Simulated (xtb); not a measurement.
xtb input (GFN1-xTB):

```bash
xtb mol.xyz --gfn 1 --opt tight --chrg 0 --uhf 0
```
mol.xyz:
```
17

Si    -0.00839869     3.03420372    -0.68977613
O      0.29357424     1.59785126     0.05593234
Si    -0.00423347     0.01670000     0.05419155
Cl     0.14080898    -0.68595093    -1.87913256
O     -1.49096898    -0.26717211     0.59962297
Si    -2.70986955    -1.36972976     0.69655254
O      1.07533719    -0.74976445     0.96811366
Si     2.63658409    -1.25799527     1.08713932
H     -1.45902093     3.17489996    -0.94542154
H      0.73007492     3.09342677    -1.96916424
H      0.45308206     4.10944651     0.21123025
H     -3.38804916    -1.47525873    -0.61284826
H     -2.16628605    -2.69045124     1.08335475
H     -3.66014056    -0.89398544     1.72203619
H      2.86129290    -1.68233810     2.48367457
H      3.55495055    -0.15093286     0.74008305
H      2.85965023    -2.39545990     0.16945464
```

Output:

```
           -------------------------------------------------
          |                Calculation Setup                |
           -------------------------------------------------

           -------------------------------------------------
          |                 G F N 1 - x T B                 |
           -------------------------------------------------

        Reference                      10.1021/acs.jctc.7b00118
      * Hamiltonian:
        H0-scaling (s, p, d)           1.850000    2.250000    2.000000
        zeta-weighting                 0.000000
      * Dispersion:
        s8                             2.400000
        a1                             0.630000
        a2                             5.000000
        s9                             0.000000
      * Repulsion:
        kExp                           1.500000
        rExp                           1.000000
      * Coulomb:
        alpha                          2.000000
        third order                    atomic
        anisotropic                    false
      * Halogen bond correction:
        rad-scale                      1.300000
        damping                        0.440000

          ...................................................
          :                      SETUP                      :
          :.................................................:
          :  # basis functions                  80          :
          :  # atomic orbitals                  75          :
          :  # shells                           39          :
          :  # electrons                        50          :
          :  # halogen bonds                     3          :
          :  max. iterations                   250          :
          :  Hamiltonian                  GFN1-xTB          :
          :  restarted?                      false          :
          :  GBSA solvation                  false          :
          :  PC potential                    false          :
          :  electronic temp.          300.0000000     K    :
          :  accuracy                    1.0000000          :
          :  -> integral cutoff          0.2500000E+02      :
          :  -> integral neglect         0.1000000E-07      :
          :  -> SCF convergence          0.1000000E-05 Eh   :
          :  -> wf. convergence          0.2000000E-04 e    :
          :  Broyden damping             0.4000000          :
          :  net charge                          0          :
          :  unpaired electrons                  0          :
          ...................................................

 iter      E             dE          RMSdq      gap      omega  full diag
   1    -31.2842368 -0.312842E+02  0.717E+00    7.16       0.0  T
   2    -31.3243060 -0.400692E-01  0.409E+00    7.17       1.0  T
   3    -31.3023537  0.219523E-01  0.947E-01    7.05       1.0  T
   4    -31.3254681 -0.231143E-01  0.421E-01    7.13       1.0  T
   5    -31.3303337 -0.486560E-02  0.106E-01    7.21       1.0  T
   6    -31.3304911 -0.157396E-03  0.673E-02    7.17       1.0  T
   7    -31.3305573 -0.662403E-04  0.230E-02    7.18       1.1  T
[...]
        36                         -0.0959446              -2.6108
       ...                                ...                  ...
        75                          1.5198905              41.3583
      -------------------------------------------------------------
                  HL-Gap            0.2624209 Eh            7.1408 eV
             Fermi-level           -0.3131088 Eh           -8.5201 eV

  Mulliken/CM5 charges         n(s)   n(p)   n(d)
     1Si    0.37716  0.11826   1.195  1.714  0.714
     2O    -0.35575 -0.37148   1.625  4.730  0.000
     3Si    0.65887  0.61293   0.815  1.260  1.266
     4Cl   -0.05110  0.00205   1.884  5.179 -0.011
     5O    -0.35575 -0.37148   1.625  4.730  0.000
     6Si    0.37721  0.11833   1.195  1.714  0.714
     7O    -0.35576 -0.37148   1.625  4.730  0.000
     8Si    0.37716  0.11827   1.195  1.714  0.714
     9H    -0.07285  0.01797   1.073  0.000  0.000
    10H    -0.07783  0.01276   1.078  0.000  0.000
    11H    -0.07332  0.01749   1.073  0.000  0.000
    12H    -0.07780  0.01278   1.078  0.000  0.000
    13H    -0.07271  0.01811   1.073  0.000  0.000
    14H    -0.07351  0.01729   1.074  0.000  0.000
    15H    -0.07334  0.01746   1.073  0.000  0.000
    16H    -0.07284  0.01799   1.073  0.000  0.000
    17H    -0.07784  0.01274   1.078  0.000  0.000

Wiberg/Mayer (AO) data.
largest (>0.10) Wiberg bond orders for each atom

 ---------------------------------------------------------------------------
     #   Z sym  total        # sym  WBO       # sym  WBO       # sym  WBO
 ---------------------------------------------------------------------------
     1  14 Si   4.234 --     2 O    1.320    11 H    0.943     9 H    0.943
                            10 H    0.943
     2   8 O    2.575 --     1 Si   1.320     3 Si   1.177
     3  14 Si   5.152 --     4 Cl   1.405     5 O    1.177     2 O    1.177
                             7 O    1.177
     4  17 Cl   1.503 --     3 Si   1.405
     5   8 O    2.575 --     6 Si   1.320     3 Si   1.177
     6  14 Si   4.234 --     5 O    1.320    14 H    0.943    13 H    0.943
                            12 H    0.943
     7   8 O    2.575 --     8 Si   1.320     3 Si   1.177
     8  14 Si   4.234 --     7 O    1.320    15 H    0.943    16 H    0.943
                            17 H    0.943
     9   1 H    0.990 --     1 Si   0.943
    10   1 H    0.990 --     1 Si   0.943
    11   1 H    0.990 --     1 Si   0.943
    12   1 H    0.990 --     6 Si   0.943
    13   1 H    0.990 --     6 Si   0.943
    14   1 H    0.990 --     6 Si   0.943
    15   1 H    0.990 --     8 Si   0.943
    16   1 H    0.990 --     8 Si   0.943
    17   1 H    0.990 --     8 Si   0.943
 ---------------------------------------------------------------------------

Topologies differ in total number of bonds
Writing topology from bond orders to xtbtopo.mol

 dipole moment from electron density (au)
     X       Y       Z
  -0.0035   0.0340   0.1149  total (Debye):    0.305
Note: The following floating-point exceptions are signalling: IEEE_DENORMAL
normal termination of xtb

           -------------------------------------------------
          |                Geometry Summary                 |
           -------------------------------------------------

      molecular mass/u    :      204.8646139
   center of mass at/Å    :       -0.0027239      -0.0797136      -0.3229366
  moments of inertia/u·Å² :        0.7953660E+03   0.7957624E+03   0.1037191E+04
rotational constants/cm⁻¹ :        0.2119481E-01   0.2118425E-01   0.1625316E-01

 * 16 selected distances

     #   Z          #   Z                                           value/Å
     1  14 Si       2   8 O                                       1.6397319
     2   8 O        3  14 Si                                      1.6630483
     3  14 Si       4  17 Cl                                      1.9968611 (max)
     3  14 Si       5   8 O                                       1.6630091
     5   8 O        6  14 Si                                      1.6397680
     3  14 Si       7   8 O                                       1.6630588
     7   8 O        8  14 Si                                      1.6396964
     1  14 Si       9   1 H                                       1.4491433 (min)
     1  14 Si      10   1 H                                       1.4502217
     1  14 Si      11   1 H                                       1.4492160
     6  14 Si      12   1 H                                       1.4502462
     6  14 Si      13   1 H                                       1.4491494
     6  14 Si      14   1 H                                       1.4492928
     8  14 Si      15   1 H                                       1.4492288
     8  14 Si      16   1 H                                       1.4491596
     8  14 Si      17   1 H                                       1.4502401

 * 3 distinct bonds (by element types)

   Z      Z             #   av. dist./Å        max./Å        min./Å
   1 H   14 Si          9     1.4495442     1.4502462     1.4491433
   8 O   14 Si          6     1.6513854     1.6630588     1.6396964
  14 Si  17 Cl          1     1.9968611     1.9968611     1.9968611

optimized geometry written to: xtbopt.xyz

           -------------------------------------------------
          | TOTAL ENERGY              -31.188835077632 Eh   |
          | GRADIENT NORM               0.000093778802 Eh/α |
          | HOMO-LUMO GAP               7.140834822797 eV   |
           -------------------------------------------------

------------------------------------------------------------------------
------------------------------------------------------------------------
 total:
 SCF:
 ANC optimizer:
```
